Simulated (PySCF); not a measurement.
isobutane (C4H10), singlet, geometry from GFN2-xTB. Base run: CAMB3LYP/def2-SV(P) (PySCF).

The PySCF input:
```python
from pyscf import gto, scf, dft

mol = gto.Mole()
mol.atom = '''
    C    -0.00195152   -0.00061004    0.38481069
    H    -0.00751045   -0.00234774    1.48094753
    C    -0.00123091    1.44790471   -0.09715431
    H     0.00424357    1.48409224   -1.18472901
    H    -0.88573890    1.97154531    0.25886234
    H     0.87836999    1.97364557    0.26781215
    C     1.25514309   -0.72222321   -0.09422305
    H     1.29052529   -0.73769513   -1.18172798
    H     2.14862954   -0.22046678    0.27077580
    H     1.26840623   -1.74929777    0.26388821
    C    -1.25239927   -0.72520857   -0.10694449
    H    -1.27670860   -0.74075155   -1.19475225
    H    -1.26684969   -1.75231611    0.25102616
    H    -2.15073527   -0.22558539    0.24896396
'''
mol.basis = 'def2-sv(p)'
mol.verbose = 4
mol.build()

mf = dft.RKS(mol)
mf.xc = 'camb3lyp'
mf.kernel()
```

The base run was repeated with changes; each row names its change, and settings that it needs were set with it.

```
change                                ΔE vs base (µEh)  grid points  electrons on the grid
------------------------------------  ----------------  -----------  ---------------------
base                                               0.0       154552               33.99991
grids.level = 4                                   -5.9       271512               34.00000
grids.radi_method = delley                         0.0       167944               33.99991
grids.atom_grid = (150, 974)                      -6.0      1144440               34.00000
grids.atom_grid = (30, 110)                        138        34512               33.99890
grids.radi_method = mura_knowles                  -0.3       148072               33.99991
grids.level = 7                                   -5.9       847680               34.00000
grids.atom_grid = (50, 194)                        8.1        92792               33.99992
grids.level = 2                                   -2.7        98552               33.99996
grids.level = 5                                   -5.9       407312               34.00000
grids.prune = dft.gen_grid.sg1_prune               7.4        68440               33.99989
```
